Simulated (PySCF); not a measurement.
BFO. Atoms are numbered in the order given.

```xyz
3

F      0.0000     0.0000     1.1962
B      0.0000     0.0000    -0.0860
O      0.0000     0.0000    -1.2920
```
Charge 0, spin multiplicity 1.

Geometry: PBE0-D3(BJ)/def2-TZVP.

Computed with TDA-PBE/def2-TZVPD run with PySCF.

Vertical excitations; the highest root listed may be one member of a degenerate set. The molecule is in vacuum. State labels are in the subgroup C2v.

Computed lowest excited states:
```csv
state,symmetry,energy (eV),λ (nm),f,main pairs
S1,B2,7.32,169,0.044,HOMO→LUMO (degenerate set)
S2,B1,7.32,169,0.044,HOMO−1→LUMO (degenerate set)
S3,A1,8.85,140,0.018,HOMO−2→LUMO 96 %
S4,A2,8.90,139,0.000,"HOMO→LUMO+1 50 %, HOMO−1→LUMO+2 50 %"
S5,A1,9.07,137,0.000,"HOMO→LUMO+2, HOMO−1→LUMO+1 (degenerate set)"
S6,A2,9.07,137,0.000,"HOMO−1→LUMO+2, HOMO→LUMO+1 (degenerate set)"
S7,B2,9.91,125,0.029,HOMO→LUMO+3 (degenerate set)
S8,B1,9.91,125,0.029,HOMO−1→LUMO+3 (degenerate set)
S9,B2,10.35,120,0.002,HOMO→LUMO+4 (degenerate set)
S10,B1,10.35,120,0.002,HOMO−1→LUMO+4 (degenerate set)
T1,B2,6.91,179,0,HOMO→LUMO (degenerate set)
T2,B1,6.91,179,0,HOMO−1→LUMO (degenerate set)
T3,A1,7.71,161,0,"HOMO−1→LUMO+1 45 %, HOMO→LUMO+2 45 %"
T4,A1,8.19,151,0,"HOMO→LUMO+2 49 %, HOMO−1→LUMO+1 49 %"
```
Triplets are in the Tamm–Dancoff approximation.
